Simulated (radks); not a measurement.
Q: These are the eigenvalues of the occupied orbitals of an atom or ion with whole-number occupations (eV). Calculated with a radial shooting solver on a logarithmic mesh with Libxc functionals: scalar-relativistic Kohn-Sham, r2SCAN, spin-unpolarised, spherical densities, finite nucleus; meta-GGA in the generalised Kohn-Sham scheme; Fermi nuclear charge, rms radius of each element as measured or else 0.836 A^(1/3) + 0.57 fm.

1s: -33087.87
2s: -5167.937
2p: -4640.043
3s: -1086.161
3p: -913.9559
3d: -656.4774
4s: -230.1739
4p: -175.8803
4d: -96.2353
5s: -57.8131
5p: -44.5573

Which element is it, and in what charge state? The configuration may be excited.

A: Z = 53, iodine, charge +4: I4+ in [Kr] 4d10 5s2 5p1. The list shows which subshells hold electrons but not how many an open one holds; the 1s level, -1216 hartree, gives Z - s = 49.3 by -(Z - s)^2/2, which with screening and relativity narrows Z to a few neighbours, and the depths of the outer levels then fix element, charge and occupations together.
